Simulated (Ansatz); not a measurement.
Born–Oppenheimer molecular dynamics of CH8SSn (11 atoms, charge 0, multiplicity 1). It starts at the highest image of a converged band. Of that band: Neighbouring images differ by up to 2.8 eV, so the band resolves the path poorly. A vibrational analysis at the climbing image gives one clearly imaginary mode, 1514i cm⁻¹: a first-order saddle point.

All numbers below come from RKS CAM-B3LYP-D4/def2-SVP (Ansatz 0.2.0).

```
ensemble                      : NVE (velocity Verlet)
time step                     : 0.5 fs
steps asked                   : 200
starting velocities drawn for : 300 K
seed                          : 10945
```

First frame:

```xyz
11
Properties=species:S:1:pos:R:3
Sn -0.980 -0.832 -0.182
C 0.501 1.048 -0.638
H -0.463 -2.306 -0.851
H -1.888 -0.787 1.258
H -1.960 -0.048 -1.379
H 0.903 0.133 0.308
S 1.329 -1.050 1.497
H 1.476 1.487 -0.363
H -0.259 1.813 -0.424
H 0.542 0.845 -1.717
H 0.799 -0.304 2.490
```

(1) How far do the bonds stretch over the last three quarters of this one trajectory? (Pairs bonded in most of those frames.)

Results:

(1) 
```json
{"bond": "Sn1–H3", "mean (Å)": "1.711", "spread (Å)": "0.008", "shortest": "1.70", "longest": "1.73"}
{"bond": "Sn1–H4", "mean (Å)": "1.718", "spread (Å)": "0.024", "shortest": "1.67", "longest": "1.76"}
{"bond": "Sn1–H5", "mean (Å)": "1.714", "spread (Å)": "0.023", "shortest": "1.66", "longest": "1.77"}
{"bond": "Sn1–S7", "mean (Å)": "2.446", "spread (Å)": "0.194", "shortest": "2.19", "longest": "2.80"}
{"bond": "C2–H6", "mean (Å)": "1.107", "spread (Å)": "0.053", "shortest": "1.02", "longest": "1.19"}
{"bond": "C2–H8", "mean (Å)": "1.101", "spread (Å)": "0.014", "shortest": "1.07", "longest": "1.13"}
{"bond": "C2–H9", "mean (Å)": "1.103", "spread (Å)": "0.019", "shortest": "1.07", "longest": "1.14"}
{"bond": "C2–H10", "mean (Å)": "1.098", "spread (Å)": "0.025", "shortest": "1.05", "longest": "1.15"}
{"bond": "S7–H11", "mean (Å)": "1.351", "spread (Å)": "0.013", "shortest": "1.33", "longest": "1.37"}
```

Mean temperature of the second half: 2336 K. The conserved energy stayed within 0.18 meV per atom of its start (net change -0.018 meV per atom), so the integration is sound. The kinetic energy rose, since the run started high on the potential surface and went downhill. It ends in pieces (CH4 + H4SSn), so much of that is their flight and rotation, not heat. A run of 0.1 ps of so small a system gives no equilibrium averages. The orbitals stay closed-shell, which can raise the energy where a bond breaks towards radicals; this wasn't checked here.

The run took 9 min on 4 threads of Arm Neoverse N1, with other jobs on the host, peak memory 0.26 GiB.
